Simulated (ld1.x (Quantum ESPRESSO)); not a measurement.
# V: variants of one ultrasoft potential

Base potential:

* Element: vanadium
* Generator: ld1.x (Quantum ESPRESSO) 7.5
* Type: ultrasoft
* Functional: PBE
* Relativity: scalar-relativistic
* Frozen core: [Ar]
* Valence charge: 5
* Reference configuration: 3d3 4s2 4p0
* Partial waves: 4s (bound): rcut 2.35, rcutus 2.75 bohr; 4s channel at 1.25 Ry: rcut 2.35, rcutus 2.75 bohr; 4p (bound, empty): rcut 3.25, rcutus 3.75 bohr; 4p channel at 0.85 Ry: rcut 3.25, rcutus 3.75 bohr; 3d (bound): rcut 1.40, rcutus 1.80 bohr; 3d channel at 4.1 Ry: rcut 1.40, rcutus 1.80 bohr
* Local potential: all-electron potential smoothed inside 2.80 bohr (lloc = -1)
* Core correction: a·sin(br)/r model core inside 1.25 bohr
* Augmentation charge: PSQ, inside the norm-conserving radii

Cutoffs, loose and tight: the cutoffs (Ry, on a coarse ladder) from which the occupation-weighted sum of valence levels, in a spherical-Bessel basis at the reference potential, stays within 10 and 1 mRy of its value at 400 Ry. They do not see the model core or the augmentation charge, which bear on the density cutoff. Test errors are all-electron minus pseudo excitation energies from the reference, over the configurations 3d3 4s1 4p0; 3d3 4s0 4p0; 3d2 4s0 4p0; 3d3 4s0 4p2; 3d2 4s2 4p0; 3d2 4s2 4p1; 3d1 4s0 4p0. A dash means not determined; rows that change the core or the reference have their own tests.

| change | outcome | cutoff, loose | cutoff, tight | bound ghosts | largest test error (meV) |
| --- | --- | --- | --- | --- | --- |
| base | generated | 30 Ry | 50 Ry | none | -2276 |
| waves 3d (bound): rcut 1.14, rcutus 1.20 bohr; 3d channel at 4.1 Ry: rcut 1.14, rcutus 1.20 bohr | generated | 70 Ry | 110 Ry | none | -2605 |
| waves 3d (bound): rcut 1.28, rcutus 1.36 bohr; 3d channel at 4.1 Ry: rcut 1.28, rcutus 1.36 bohr | generated | 50 Ry | 90 Ry | none | -2678 |
| waves 3d (bound): rcut 1.40, rcutus 1.86 bohr; 3d channel at 4.1 Ry: rcut 1.40, rcutus 1.86 bohr | generated | 30 Ry | 45 Ry | none | -2283 |
| waves 3d (bound): rcut 1.40, rcutus 2.06 bohr; 3d channel at 4.1 Ry: rcut 1.40, rcutus 2.06 bohr | generated | 25 Ry | 35 Ry | none | -2313 |
| waves 3d (bound): rcut 1.40, rcutus 2.40 bohr; 3d channel at 4.1 Ry: rcut 1.40, rcutus 2.40 bohr | generated | 18 Ry | 25 Ry | none | -2473 |
| waves 3d (bound): rcut 1.40, rcutus 2.52 bohr; 3d channel at 4.1 Ry: rcut 1.40, rcutus 2.52 bohr | generated | 15 Ry | 25 Ry | none | -2403 |
| waves 3d (bound): rcut 1.40, rcutus 2.74 bohr; 3d channel at 4.1 Ry: rcut 1.40, rcutus 2.74 bohr | generated | 12 Ry | 15 Ry | none | test run stopped at test 1 of 7 (negative rho) |

(1) What comes out with this change to the base: waves 3d (bound): rcut 1.40, rcutus 2.20 bohr; 3d channel at 4.1 Ry: rcut 1.40, rcutus 2.20 bohr?

(2) What comes out with this change to the base: waves 3d (bound): rcut 1.40, rcutus 1.56 bohr; 3d channel at 4.1 Ry: rcut 1.40, rcutus 1.56 bohr?

(3) What comes out with this change to the base: waves 3d (bound): rcut 1.40, rcutus 1.70 bohr; 3d channel at 4.1 Ry: rcut 1.40, rcutus 1.70 bohr?

## Answers

(1) outcome: generated; cutoff, loose: 18 Ry; cutoff, tight: 30 Ry; bound ghosts: none; largest test error (meV): -2299.

(2) outcome: generated; cutoff, loose: 40 Ry; cutoff, tight: 70 Ry; bound ghosts: none; largest test error (meV): -2660.

(3) outcome: generated; cutoff, loose: 35 Ry; cutoff, tight: 50 Ry; bound ghosts: none; largest test error (meV): -2265.

Reading the sweep of the d radius (base included, trends over the rows without a ghost): The loose cutoff falls from 70 Ry at 1.2 to 12 Ry at 2.74 bohr. A larger radius leaves more room for a smooth pseudo-wave, so fewer plane waves are needed; a smaller one forces it to follow the all-electron wave where it bends sharply. The median size of the test errors (rows with all tests solved) stays near 304.0 meV.
